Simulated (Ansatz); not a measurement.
Program: Ansatz. Geometries: PBE0-D4/def2-TZVP. ΔE: electronic, gas phase. CCSD(T)/CBS is the MP2 limit (def2-TZVPP, def2-QZVPP) plus CCSD(T) − MP2 in def2-TZVPP, frozen cores. This one scheme is used for every species. For Ge outer-core shells are correlated without core-valence functions, which leaves a few kJ/mol of doubt a bond. Scalar relativity is left out up to krypton.

`FC#[C][GeH3]` + BH₃ → `BC#CF` + GeH₄  (formal exchange of groups at a C–Ge bond)

`FC#[C][GeH3]`:

Cartesian coordinates in Å:
```
F -0.736 -0.112 -3.153
C -0.448 -0.068 -1.917
C -0.174 -0.026 -0.748
Ge 0.256 0.039 1.095
H -0.953 0.585 1.864
H 0.590 -1.379 1.573
H 1.466 0.961 1.286
```

BH₃:

Z-matrix (Å, degrees):
```
B
H 1 1.193
H 1 1.193 2 120.0
H 1 1.193 2 120.0 3 180.0
```

`BC#CF`:

```xyz
6

B     0.934   -0.041    0.692
C    -0.268    0.012   -0.199
C    -1.237    0.054   -0.916
F    -2.253    0.098   -1.668
H     1.773   -0.870    0.510
H     1.050    0.747    1.581
```

GeH₄:

Cartesian coordinates in Å:
```
Ge 0.000 0.000 0.000
H -0.661 -1.384 0.010
H -1.051 1.066 -0.337
H 1.112 0.027 -1.056
H 0.599 0.291 1.382
```

```tsv
species	CCSD(T)/CBS(def2) energy (Eh)
`FC#[C][GeH3]`	-2253.70460
BH₃	-26.55200
`BC#CF`	-201.77815
GeH₄	-2078.49493
```

Question: Work out ΔE.

Answer: ΔE = (-201.77815) + (-2078.49493) − (-2253.70460) − (-26.55200) = -0.01648 Eh = -43.3 kJ/mol.

Largest T1 diagnostic among the species: 0.014.

Leaving LDA and LC-ωPBE aside and taking each functional with its dispersion term where it has one, the values, not all of them listed here, spread over 20.6 kJ/mol, from B97M-V to ωB97X-V. LDA lies −9.1 kJ/mol from PBE without D4. From BLYP to BHLYP (50 % exact exchange), in def2-TZVPP and without D4, ΔE moves by +13.4 kJ/mol.
